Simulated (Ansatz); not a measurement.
A structure relaxed at r2SCAN-D4/def2-SVP in Ansatz, charge 0, singlet:

Cartesian coordinates in Å:
```
Al 2.163 -0.392 1.096
Al 0.736 -3.265 0.426
Al 0.684 -2.173 3.361
Al -0.514 0.647 2.314
Al -1.931 -2.230 1.638
Al 2.273 -1.514 -1.981
Al 3.655 1.211 -1.289
Al 0.918 2.278 0.073
Al 1.032 1.146 -3.001
Al -0.449 -0.443 -0.609
Al -3.269 0.638 0.539
Al -1.843 2.263 -1.693
Al -1.900 3.368 1.237
N 1.662 -2.178 1.654
N 3.097 -0.543 -0.593
N 1.773 -3.244 -1.227
N 0.505 0.498 0.686
N -0.840 -2.210 0.040
N -0.925 -1.173 2.830
N -2.174 1.504 1.804
N -3.518 -1.190 1.178
N 0.600 -0.569 -2.215
N 1.894 2.038 -1.582
N -0.790 3.080 -0.362
N -0.688 2.034 -3.251
N -2.094 0.477 -0.990
H 3.087 0.294 2.186
H 0.427 -4.790 0.741
H 1.498 -1.408 4.497
H 0.208 -3.688 3.607
H 0.172 1.426 3.512
H -2.447 -3.674 2.047
H 3.033 -1.821 -3.340
H 4.507 2.020 -0.215
H 4.269 0.937 -2.749
H 1.731 3.202 1.071
H 1.697 1.045 -4.439
H -4.715 1.188 0.183
H -3.179 2.939 -2.222
H -1.121 4.206 2.344
H -3.325 3.886 0.704
H 2.545 -2.639 1.920
H 4.004 -0.976 -0.366
H 2.638 -3.774 -1.061
H 1.302 -3.812 -1.941
H -1.368 -2.745 -0.663
H -1.428 -1.096 3.726
H -2.698 1.627 2.682
H -4.119 -1.151 2.009
H -4.096 -1.715 0.512
H 0.088 -1.087 -2.942
H 2.156 2.987 -1.885
H -0.574 4.047 -0.643
H -0.505 2.965 -3.644
H -1.210 1.576 -4.006
H -2.634 -0.029 -1.705
```

Problem. Give its formula and point group.

Solution. Al13N13H30, a nanocrystal cut from zinc blende AlN (hydrogen-capped). Point group C3v (tolerance 0.1 Å).

Problem. Summarise the bond lengths by kind (pairs closer than 1.2 times the sum of covalent radii, bridged metal pairs left out).

Solution. 37 × Al–N 1.86 to 1.97 Å; 15 × Al–H 1.59 to 1.61 Å; 15 × H–N 1.03 Å.

Single mean-field runs in def2-SVP are fitted with def2-universal-jkfit.
